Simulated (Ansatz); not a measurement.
Cost and result for the atomization energy of CH₈FNO₂Si₂, SMILES `C[SiH](F)N[SiH](O)O` (15 atoms, 14 bonds).

```
atom    x (Å)    y (Å)    z (Å)
  C1   0.1975   0.0013  -2.7222
 Si2   0.3908  -0.7647  -1.0479
  F3  -0.3034  -2.2141  -1.1043
  N4  -0.3409   0.2072   0.1579
 Si5   0.0394   0.3304   1.8227
  O6  -1.1216  -0.2500   2.8312
  O7   0.1587   1.9135   2.2123
  H8   0.7125   0.9637  -2.7674
  H9  -0.8573   0.1661  -2.9584
 H10   0.6142  -0.6485  -3.4949
 H11   1.7973  -1.0120  -0.6593
 H12  -1.1444   0.7469  -0.1391
 H13   1.3077  -0.4110   2.0087
 H14  -1.3534  -1.1766   2.7548
 H15  -0.0974   2.1477   3.1059
```

The species carries charge 0 and has multiplicity 1. Geometry: relaxed with PBE0-D4/def2-TZVP. It is one conformer, not always the lowest. Program: Ansatz. All runs use 2 threads of an AMD EPYC 7R13 on a shared host and a share of an NVIDIA H100 80 GB. Times are those of one run each, without the atoms' runs, and a repeat can differ threefold. Electronic energies, without spin–orbit coupling; frozen cores. CCSD(T)/CBS adds CCSD(T) − MP2 in def2-TZVPP to the MP2 limit, and its time is that of the two runs behind it. T1 = 0.011. B3LYP takes the VWN-RPA correlation (the form of Gaussian; ORCA's B3LYP/G).

CCSD(T)/CBS is a level of theory with its own doubt, some kJ/mol a heavy atom from the limit and from the frozen cores, so smaller differences don't rank the functionals.

```json
{"level": "PBE0-D4/def2-TZVPP", "functions": "351", "wall time": "4.1 s", "atomization (kcal/mol)": "1386.7", "difference from CCSD(T)/CBS": "-20.2", "per bond": "-1.4"}
{"level": "ωB97X-V/def2-TZVPP", "functions": "351", "wall time": "4.6 s", "atomization (kcal/mol)": "1404.8", "difference from CCSD(T)/CBS": "-2.1", "per bond": "-0.1"}
{"level": "B3LYP-D4/def2-TZVPP (with forces)", "functions": "351", "wall time": "4.8 s", "atomization (kcal/mol)": "1395.9", "difference from CCSD(T)/CBS": "-11.0", "per bond": "-0.8"}
{"level": "PBE-D4/def2-TZVPP (with forces)", "functions": "351", "wall time": "5 s", "atomization (kcal/mol)": "1411.2", "difference from CCSD(T)/CBS": "4.3", "per bond": "0.3"}
{"level": "r2SCAN-D4/def2-TZVPP (with forces)", "functions": "351", "wall time": "5.5 s", "atomization (kcal/mol)": "1399.0", "difference from CCSD(T)/CBS": "-7.9", "per bond": "-0.6"}
{"level": "B2PLYP/def2-TZVPP", "functions": "351", "wall time": "6 s", "atomization (kcal/mol)": "1384.7", "difference from CCSD(T)/CBS": "-22.2", "per bond": "-1.6"}
{"level": "ωB97M-V/def2-TZVPP (with forces)", "functions": "351", "wall time": "6 s", "atomization (kcal/mol)": "1405.5", "difference from CCSD(T)/CBS": "-1.4", "per bond": "-0.1"}
{"level": "MP2/def2-QZVPP", "functions": "665", "wall time": "8 s", "atomization (kcal/mol)": "1419.2", "difference from CCSD(T)/CBS": "12.3", "per bond": "0.9"}
{"level": "CCSD(T)/def2-TZVPP", "functions": "351", "wall time": "12 s", "atomization (kcal/mol)": "1364.2", "difference from CCSD(T)/CBS": "-42.7", "per bond": "-3.1"}
{"level": "CCSD(T)/CBS(def2)", "functions": "–", "wall time": "20 s", "atomization (kcal/mol)": "1406.9", "difference from CCSD(T)/CBS": "0.0", "per bond": "0.0"}
```

The D4 term adds +13.2 kcal/mol with B3LYP and +7.0 kcal/mol with PBE0; it sums over pairs of atoms, weighted by their polarisabilities, and B3LYP, whose exchange is more repulsive, gets the larger term. From PBE to PBE0 (25 % exact exchange), in def2-TZVPP and without D4, the atomization energy moves by −23.2 kcal/mol: exact exchange takes away binding that semilocal exchange gives to molecules. In def2-TZVPP, CCSD(T) changes the Hartree–Fock value by +347.2 kcal/mol (the triples alone add +19.0 kcal/mol) and MP2 by +376.4 kcal/mol; breaking electron pairs costs correlation energy, which Hartree–Fock lacks.
